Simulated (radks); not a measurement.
The tin anion Sn4-, [Xe], held by a Watson sphere: a shell of charge +3.07 at radius R that stands for the Madelung well of a crystal (potential energy -3.07/R inside, -3.07/r outside, in hartree with lengths in bohr). All-electron calculation, scalar-relativistic Kohn-Sham, LDA (Slater exchange, Perdew-Wang correlation), spin-polarised, spherical densities, point nucleus. Program: a radial shooting solver on a logarithmic mesh with Libxc functionals. Response by self-consistent Sternheimer equations with the Hartree and adiabatic LDA kernel, the relativistic mass of each level held fixed and spin-orbit coupling left out. The sphere does not respond.

R (bohr) = 2.53: e(4d) (eV) -20.459; e(5s) (eV) -7.563; e(5p) (eV) -0.726; <r> 5p (bohr) 3.136; sum of <r^2> (bohr^2) 106.5; X-ray form factor at sin(theta)/lambda = 0.1 1/angstrom 48.116; alpha (bohr^3) 107.8
R (bohr) = 2.81: e(4d) (eV) -19.813; e(5s) (eV) -7.041; e(5p) (eV) -0.638; <r> 5p (bohr) 3.277; sum of <r^2> (bohr^2) 113.6; X-ray form factor at sin(theta)/lambda = 0.1 1/angstrom 47.890; alpha (bohr^3) 127.0
R (bohr) = 2.88: e(4d) (eV) -19.703; e(5s) (eV) -6.923; e(5p) (eV) -0.613; <r> 5p (bohr) 3.314; sum of <r^2> (bohr^2) 115.5; X-ray form factor at sin(theta)/lambda = 0.1 1/angstrom 47.834; alpha (bohr^3) 132.7
R (bohr) = 2.93: e(4d) (eV) -19.634; e(5s) (eV) -6.843; e(5p) (eV) -0.595; <r> 5p (bohr) 3.340; sum of <r^2> (bohr^2) 116.9; X-ray form factor at sin(theta)/lambda = 0.1 1/angstrom 47.794; alpha (bohr^3) 137.0
R (bohr) = 3.55: e(4d) (eV) -19.261; e(5s) (eV) -6.052; e(5p) (eV) -0.369; <r> 5p (bohr) 3.684; sum of <r^2> (bohr^2) 135.6; X-ray form factor at sin(theta)/lambda = 0.1 1/angstrom 47.329; alpha (bohr^3) 208.0
R (bohr) = 3.65: e(4d) (eV) -19.254; e(5s) (eV) -5.957; e(5p) (eV) -0.334; <r> 5p (bohr) 3.742; sum of <r^2> (bohr^2) 138.9; X-ray form factor at sin(theta)/lambda = 0.1 1/angstrom 47.261; alpha (bohr^3) 223.0
R (bohr) = 4.42: e(4d) (eV) -19.411; e(5s) (eV) -5.479; e(5p) (eV) -0.115; <r> 5p (bohr) 4.201; sum of <r^2> (bohr^2) 166.8; X-ray form factor at sin(theta)/lambda = 0.1 1/angstrom 46.809; alpha (bohr^3) 380.4
